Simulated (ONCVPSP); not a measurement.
# strontium: variants of one ONCV potential

Base potential:

- Element: Sr (Z = 38)
- Generator: ONCVPSP 4.0.1
- Type: optimised norm-conserving Vanderbilt (ONCV)
- Functional: PBE
- Relativity: fully relativistic
- Frozen core: [Ar] 3d10
- Valence charge: 10
- Reference configuration: 4s2 4p6 5s1 (charge +1)
- Partial waves: 4s+5s: rc 1.95 bohr, ncon 4, nbas 7, qcut 6.7 1/bohr, 2 projectors; 4p: rc 1.85 bohr, ncon 3, nbas 7, qcut 6 1/bohr, 2 projectors, debl 0.5 Ha; d scattering state at 0.3 Ha: rc 1.70 bohr, ncon 4, nbas 7, qcut 5.2 1/bohr, 1 projector
- Local potential: polynomial inside 1.35 bohr (lpopt 5, dvloc0 6 Ha)
- Core correction: none

Open shells are filled in proportion to 2j + 1.

In the p channel the program set the typed energies aside and used -1.056, 0.250 Ha (j = l + 1/2; the other j can differ). In the d channel the program set the typed energies aside and used 0.050 Ha (j = l + 1/2; the other j can differ).

All-electron outer shells of the reference configuration (PBE, scalar-relativistic, ld1.x):

```csv
shell,level (eV),outermost node (bohr),outermost maximum (bohr)
4s,-47.23,0.59,1.19
4p,-29.11,0.61,1.33
5s,-8.35,1.64,3.45
```

Cutoffs, loose and tight: the cutoffs (Ha) at which the residual kinetic energy of the hardest occupied pseudo-wave falls to 1 and 0.1 mHa per electron. They do not see the model core or the augmentation charge, which bear on the density cutoff. Test errors are all-electron minus pseudo excitation energies from the reference, over the configurations 4s2 4p6 5s2; 4s2 4p6 5s0; 4s2 4p6 5s1.5; 4s1 4p6 5s2. A dash means not determined; rows that change the core or the reference have their own tests.

```csv
change,outcome,"cutoff, loose","cutoff, tight",bound ghosts,GHOST(+) flags above zero,largest test error (meV)
base,"generated, projector energies reset by the program",14 Ha,17 Ha,none,p3/2,-24
p: nproj 1,"generated, projector energies reset by the program",14 Ha,17 Ha,none,none,-8.4
scalar-relativistic,"generated, projector energies reset by the program",14 Ha,17 Ha,none,p,-25
```

Question: What comes out with this change to the base: s: qcut 7; p: qcut 6.3; d: qcut 5.4?

Answer: outcome: generated, projector energies reset by the program; cutoff, loose: 15 Ha; cutoff, tight: 18 Ha; bound ghosts: none; GHOST(+) flags above zero: none; largest test error (meV): -21.

Question: What comes out with this change to the base: p: rc 1.54?

Answer: outcome: generated, projector energies reset by the program; cutoff, loose: 15 Ha; cutoff, tight: 29 Ha; bound ghosts: none; GHOST(+) flags above zero: none; largest test error (meV): -32.
